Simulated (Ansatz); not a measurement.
Correlation energies of `CC(=O)O[Si](F)(OC(C)=O)OC(C)=O` by basis set

Cartesian coordinates in Å:
```
C -0.1233 3.8449 0.1541
C 0.5279 2.6175 -0.3883
O 1.0091 2.4937 -1.4770
O 0.5141 1.6050 0.5151
Si 1.0515 0.0854 0.2081
F 2.6206 0.0649 0.1995
O 0.4913 -0.7307 1.5161
C 0.4368 -2.0828 1.6160
C -0.2338 -2.5119 2.8773
O 0.8791 -2.8036 0.7693
O 0.6000 -0.5306 -1.2416
C -0.6977 -0.6920 -1.5872
C -0.8399 -1.2874 -2.9450
O -1.5905 -0.3772 -0.8501
H 0.3701 4.1443 1.0806
H -1.1634 3.6205 0.3996
H -0.0727 4.6455 -0.5790
H -0.2345 -3.5964 2.9458
H -1.2572 -2.1309 2.8860
H 0.2811 -2.0755 3.7351
H -0.3372 -0.6485 -3.6737
H -0.3397 -2.2577 -2.9654
H -1.8917 -1.3966 -3.1954
```

Charge 0, multiplicity 1. The structure was optimised at the PBE0-D4/def2-TZVP level. It is one conformer, not always the lowest. Frozen core, restricted reference, the Gaussian-basis code of Ansatz. CBS rows extrapolate triple and quadruple zeta; past MP2 they add the triple-zeta difference.

```
     basis      HF (Eh)  MP2 corr.  CCSD corr.       (T)  CCSD(T) total
  def2-SVP            ?   -2.13982    -2.20749         ?              ?
def2-TZVPP  -1070.64972   -2.69703           ?  -0.11298              ?
def2-QZVPP  -1070.69562   -2.90549           –         –              –
 CBS(def2)            ?   -3.05990    -3.09884     as TZ              ?
```

(1) Fill in the withheld values. (Best estimate.)

## Answers

(1) Computed: def2-SVP HF (Eh): -1069.58469; def2-SVP (T): -0.06558; def2-SVP CCSD(T) total: -1071.85776; def2-TZVPP CCSD corr.: -2.73597; def2-TZVPP CCSD(T) total: -1073.49867; CBS(def2) HF (Eh): -1070.70195; CBS(def2) CCSD(T) total: -1073.91377.
